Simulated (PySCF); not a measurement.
Isomers of C6H6F2O, one GFN2-xTB conformer each. Single-point energies are computed at PBE0/pcSseg-1 (PySCF, gas phase, no added dispersion term), electronic only.

| SMILES | GFN2-xTB relative energy (kcal/mol) |
| --- | --- |
| FC/C(F)=C1/C=CCO1 | 0.0 |
| CO/C(F)=C/C#CCF | 29.6 |
| C/C(=C\CF)C(F)=C=O | 20.1 |

Conformers: `[F:1][CH2:2]/[C:3]([F:4])=[C:5]1/[CH:6]=[CH:7][CH2:8][O:9]1` with F1–C2–C3–F4 -93°; `[CH3:1][O:2]/[C:3]([F:4])=[CH:5]/[C:6]#[C:7][CH2:8][F:9]` with C1–O2–C3–F4 0°; `[CH3:1]/[C:2](=[CH:3]\[CH2:4][F:5])[C:6]([F:7])=[C:8]=[O:9]` with C2–C3–C4–F5 179°, C1–C2–C6–F7 180°.

Question: What does PBE0/pcSseg-1 give for the same structures?

Answer: 
```tsv
SMILES	PBE0/pcSseg-1 E (Eh)	PBE0/pcSseg-1 (kcal/mol)	GFN2-xTB (kcal/mol)	point group
FC/C(F)=C1/C=CCO1	-506.50332	0.0	0.0	C1
C/C(=C\CF)C(F)=C=O	-506.47833	15.7	20.1	near Cs
CO/C(F)=C/C#CCF	-506.45138	32.6	29.6	Cs
```

Both levels put the same isomer lowest; measured from each level's own lowest isomer, the values differ by up to 4.4 kcal/mol (C/C(=C\CF)C(F)=C=O: 20.1 against 15.7). As drawn, the highest has a C≡C bond, which the lowest lacks.

Question: Which frontier levels, dipoles and rotational constants go with these structures?

Answer: 
```csv
SMILES,"HOMO (eV, PBE0/pcSseg-1)",LUMO (eV),dipole (D),"A, B, C (MHz)"
FC/C(F)=C1/C=CCO1,-6.21,-1.11,3.85,"3054, 1119, 869.7"
C/C(=C\CF)C(F)=C=O,-6.42,-2.30,2.46,"3579, 772.8, 640.7"
CO/C(F)=C/C#CCF,-6.28,-0.24,4.16,"7617, 516.3, 486.5"
```
